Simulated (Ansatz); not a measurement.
Stepwise reaction of `[SiH3][SiH2]BCl` with hydrogen, as a gas-phase model of exchange steps in deposition or etching. ΔE in kJ/mol; ΔG adds harmonic PBE0-D4 terms to CCSD(T)/CBS, at 1 bar.

Computed with Ansatz on PBE0-D4/def2-TZVP structures; ΔE is electronic, products minus reactants. CCSD(T)/CBS adds triple-zeta CCSD(T) − MP2 to the extrapolated MP2 energy (def2 sets, frozen cores). This one scheme is used for every species. DFT in def2-TZVPP. B3LYP here is the variant with VWN-RPA as its local correlation; programs differ in this. One conformer a species, not always the lowest.

| step | reaction | PBE-D4 | B3LYP-D4 | ωB97M-V | CCSD(T)/CBS | ΔG(400 K) |
| --- | --- | --- | --- | --- | --- | --- |
| 1 | `[SiH3][SiH2]BCl` + H₂ → `[SiH3]BCl` + SiH₄ | 5.0 | -11.3 | -15.7 | -10.4 | -12.2 |

Problem. Give the row of step 2, `[SiH3]BCl` + H₂ → `BCl` + SiH₄. (An estimate is asked.)

Solution. Ansatz gave: 
| step | reaction | PBE-D4 | B3LYP-D4 | ωB97M-V | CCSD(T)/CBS | ΔG(400 K) |
| --- | --- | --- | --- | --- | --- | --- |
| 2 | `[SiH3]BCl` + H₂ → `BCl` + SiH₄ | -26.7 | -40.3 | -42.9 | -38.8 | -30.0 |

Problem. By hand: ΔE of the 2 steps together at CCSD(T)/CBS.

Solution. (-10.4) + (-38.8) = -49.2 kJ/mol, or -24.6 kJ/mol a step.

In ΔE each step is lower than the one before. All are downhill at CCSD(T)/CBS. ΔG lies between -30.0 and -12.2 kJ/mol a step. PBE-D4 differs from CCSD(T)/CBS by 12.1 to 15.4 kJ/mol a step. Isolated molecules leave out the surface, adducts and barriers. Largest T1 diagnostic: 0.014.
